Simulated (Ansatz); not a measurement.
Molecule: GeH₂, charge 0, multiplicity 1. 
Geometry from a B3LYP-D3(BJ)/def2-TZVP (Ansatz, a first-principles code) optimisation:
```xyz
3

Ge    -0.0030    -0.0010     0.0661
H      0.0397    -1.1207    -1.0751
H      0.0547     1.1536    -1.0391
```

Basis-set convergence of Hartree-Fock and CCSD(T) correlation energies (hartree) with Ansatz. Correlated levels leave the core frozen unless marked. Spin-orbit coupling is left out. Frozen are the shells of the preceding noble gas and the d and f shells that filled before the atom's block. No relativistic terms.

The Hartree-Fock reference is unstable (checked in the largest basis), which strains HF and MP2. 

```json
[
 {"basis": "aug-cc-pVDZ", "functions": "54", "E(HF)": "-2076.44453", "E(corr, CCSD(T))": "-0.11747"},
 {"basis": "aug-cc-pVTZ", "functions": "105", "E(HF)": "-2076.51580", "E(corr, CCSD(T))": "-0.13388"},
 {"basis": "aug-cc-pVQZ", "functions": "185", "E(HF)": "-2076.51900", "E(corr, CCSD(T))": "-0.13792"}
]
```

Extrapolating the two largest sets (X = 3 and 4) as X^-3: E(corr) = (64·(-0.13792) - 27·(-0.13388))/37 = -0.1409 Eh, an estimate of the basis-set limit. The largest set recovers 97.9 % of it, the smallest 83.4 %.
